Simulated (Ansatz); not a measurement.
A run for Ansatz (a program for electronic structure): U-CCSD(T)/cc-pV(T+d)Z on H5NSi (SMILES N[SiH3]), a point of a bond scan (R = 3.017 Å). Files ending in .json are basis or fitting sets from the Basis Set Exchange.

Ansatz 0.2 input:
```yaml
crystal:
  periodic: [false, false, false]
  atoms:
    - {symbol: N, position_ang: [2.42515052, -0.17393352, -0.21564865]}
    - {symbol: Si, position_ang: [-0.57330372, 0.04712310, 0.03033856]}
    - {symbol: H, position_ang: [3.02172302, 0.50670345, 0.22794472]}
    - {symbol: H, position_ang: [2.86689885, -1.07973467, -0.23362626]}
    - {symbol: H, position_ang: [-1.14118321, -0.28608098, 1.36605757]}
    - {symbol: H, position_ang: [-0.95227392, 1.44629769, -0.27348173]}
    - {symbol: H, position_ang: [-1.17949996, -0.88202113, -0.95090140]}
basis:
  gaussian:
    orbitals: cc-pV_T+d_Z.json
correlation: {method: ccsd_t, electrons: outside_noble_gas}
scf: {omitted_lower_state_checks: [cluster_reference]}
magnetization: {spin_polarized: true, initial_magnetization: 0}
```

Output:

```
WARN ansatz: RAYON_NUM_THREADS=2 ignored (pool sized by the plan → 2); use --threads N
Functional definition: HF
these checks for a lower state are left out or cut short: cluster_reference
integrals: 0.45 GiB planned
796 factors; integrals over basis functions are off by at most 7.7e-4 eV
mean field: 0.34 GiB planned
mean field evaluation 1: about -9413.9439 eV, gradient 3.1e1 eV
mean field evaluation 2: about -9413.9428 eV, gradient 3.1e1 eV
mean field evaluation 4: about -9419.1707 eV, gradient 2.9e0 eV
mean field evaluation 8: about -9419.2869 eV, gradient 1.7e-1 eV
mean field evaluation 16: about -9419.2873 eV, gradient 1.2e-3 eV
mean field evaluation 32: about -9421.1545 eV, gradient 1.6e-6 eV
mean field evaluation 64: about -9421.1545 eV, gradient 2.0e-6 eV
mean field evaluation 96: about -9419.2873 eV, gradient 1.5e-3 eV
mean field -9421.15453010 eV, -346.2210430933 hartree, gradient 7.3e-6 eV, S^2 0.966066; 9 other end points of the search recorded, 0 dependent functions left out
6 core orbitals not correlated
reference -9421.15453010 eV, -346.2210430933 hartree; 7, 7 occupied and 126, 126 virtual orbitals, 796 factors
second order -8.33470517 eV of doubles, -0.00000000 eV of singles
coupled cluster: 1.12 GiB planned
cycle   1  -9.15337972 eV  change   -8.2e-1 eV  update   7.1e-2
cycle   2  -9.49195824 eV  change   -3.4e-1 eV  update   2.8e-2
cycle   3  -9.52697735 eV  change   -3.5e-2 eV  update   1.8e-2
cycle   4  -9.53209705 eV  change   -5.1e-3 eV  update   1.3e-2
cycle   5  -9.53899729 eV  change   -6.9e-3 eV  update   9.9e-3
cycle   6  -9.54906351 eV  change   -1.0e-2 eV  update   7.4e-3
cycle   7  -9.55576835 eV  change   -6.7e-3 eV  update   4.9e-3
cycle   8  -9.56063272 eV  change   -4.9e-3 eV  update   3.4e-3
cycle   9  -9.56158798 eV  change   -9.6e-4 eV  update   2.4e-3
cycle  10  -9.56350541 eV  change   -1.9e-3 eV  update   1.5e-3
cycle  11  -9.56433141 eV  change   -8.3e-4 eV  update   7.9e-4
cycle  12  -9.56398686 eV  change    3.4e-4 eV  update   3.7e-4
cycle  13  -9.56407996 eV  change   -9.3e-5 eV  update   1.9e-4
cycle  14  -9.56392693 eV  change    1.5e-4 eV  update   9.9e-5
cycle  15  -9.56390171 eV  change    2.5e-5 eV  update   6.3e-5
cycle  16  -9.56388361 eV  change    1.8e-5 eV  update   4.3e-5
cycle  17  -9.56386861 eV  change    1.5e-5 eV  update   3.0e-5
cycle  18  -9.56385742 eV  change    1.1e-5 eV  update   2.1e-5
cycle  19  -9.56384863 eV  change    8.8e-6 eV  update   1.1e-5
coupled cluster: 1.12 GiB planned
perturbative correction -0.29200341 eV, -0.0107309274 hartree
WARN: the results are in doubt because among natural orbitals the method converges to other amplitudes
Total energy: -9431.01038214 eV, -346.5832389752 hartree
In doubt: among natural orbitals the method converges to other amplitudes
Checks for a lower state left out: cluster_reference
```

The run converged. Its determinant has ⟨S²⟩ = 0.97, a mixture of spin states.

Warnings raised: other amplitudes.

Cost: about 50 core-seconds (a rough figure).
